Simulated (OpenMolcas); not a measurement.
## How basis sets differ on SnSiH5O (SMILES [SiH3][O][SnH2])

SnSiH5O has 8 atoms, charge 0, and is taken as a doublet. SMILES: `[SiH3][O][SnH2]`. The shape is that of a PBE0-D4/def2-TZVP optimisation. This is one conformer, not always the lowest.

| atom | x (Å) | y (Å) | z (Å) |
| --- | --- | --- | --- |
| Si | -0.7379 | 1.0751 | -0.4808 |
| O | 0.5869 | 0.3062 | 0.0788 |
| Sn | 0.9565 | -1.3321 | 1.1080 |
| H | -1.8779 | 0.1277 | -0.6588 |
| H | -0.4246 | 1.6964 | -1.7946 |
| H | -1.1735 | 2.1423 | 0.4619 |
| H | 2.6654 | -1.4891 | 0.9505 |
| H | 0.0974 | -2.5837 | 0.2792 |

Quantity: the dipole moment, in D. The values are calculated.

```tsv
level	kind	program	value (D)	CPU time
ROHF/ANO-R0 (sfX2C)	Hartree–Fock	OpenMolcas	2.40	8.2 s
UHF/STO-3G	Hartree–Fock	OpenMolcas	1.99	5.7 s
UHF/3-21G	Hartree–Fock	OpenMolcas	2.43	7.1 s
UHF/def2-SVPD (core potential)	Hartree–Fock	OpenMolcas	2.17	37 s
```

All-electron rows without a relativistic Hamiltonian named are non-relativistic, while core potentials hold scalar relativity, so basis and relativity change together. The values span 1.99 to 2.43 D. Magnitudes only. Sets without polarisation functions give poor dipoles. CPU times are rough (shared hosts, several kinds of processor and program).
